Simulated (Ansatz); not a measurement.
Total energies of SnCl3(OSiMe3) (C₃H₉Cl₃OSiSn) from Ansatz at PBE0-D4/def2-TZVP, gas phase (1 Eh = 27.2114 eV = 2625.5 kJ/mol). The reference geometry is relaxed at r2SCAN-D4/def2-SVP.

| state | geometry | energy (Eh) |
| --- | --- | --- |
| charge 0 singlet | reference | -2078.95637 |
| charge 1 doublet | reference | -2078.58389 |
| charge -1 doublet | reference | -2079.00834 |

In the def2 sets Sn takes a core potential; there is no spin–orbit coupling.

(1) Work out the vertical ionisation energy to the doublet.

(2) Work out the vertical electron affinity, to the doublet.

(3) Give the fundamental gap IE − EA, the Mulliken electronegativity (IE + EA)/2 and the hardness (IE − EA)/2.

(1) E(charge 1 doublet) − E(charge 0 singlet) = -2078.58389 − (-2078.95637) = 0.37248 Eh = 10.14 eV. For comparison, −ε of the highest occupied level is 8.46 eV at this level, 1.68 eV less.

(2) E(charge 0 singlet) − E(charge -1 doublet) = -2078.95637 − (-2079.00834) = 0.05197 Eh = 1.41 eV. The basis lacks diffuse functions, which makes affinities too small.

(3) From the values in Eh: IE − EA = 0.37248 − 0.05197 = 0.32051 Eh = 8.72 eV; (IE + EA)/2 = 5.77 eV; (IE − EA)/2 = 4.36 eV. The HOMO–LUMO gap of the same run is 5.42 eV, 3.30 eV smaller than the fundamental gap.

At PBE0-D4/def2-TZVP the highest occupied level of the charge -1 doublet lies above zero (up to 0.28 eV). By energy differences its removal costs 1.41 eV (vertical, to the charge 0 singlet, at PBE0-D4/def2-TZVP); self-interaction error and the lack of diffuse functions both raise the level.
